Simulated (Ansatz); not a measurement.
pentane (C5H12), SMILES C(CCC)C.

The structure is a stationary point at B3LYP-D3(BJ)/def2-SVP. The values are those of a single conformer.

Two levels are set side by side: PBE/def2-SVPD (Ansatz, an electronic-structure program) and PBE0/def2-SVPD (Ansatz). Energy differences of separate SCF runs at the same geometry; the states with an electron removed or added have multiplicity 2 and 2. Differences are taken from unrounded values.

```tsv
quantity	PBE0
vertical ionisation energy (eV)	10.73
vertical singlet–triplet gap (eV)	8.41
```

Q: What does PBE give, and how far is it from PBE0? (The exact figures need the calculation; the answer reports its results.)

A: 
| quantity | PBE | PBE minus PBE0 |
|---|---|---|
| vertical ionisation energy (eV) | 10.22 | -0.51 |
| vertical singlet–triplet gap (eV) | 7.68 | -0.72 |
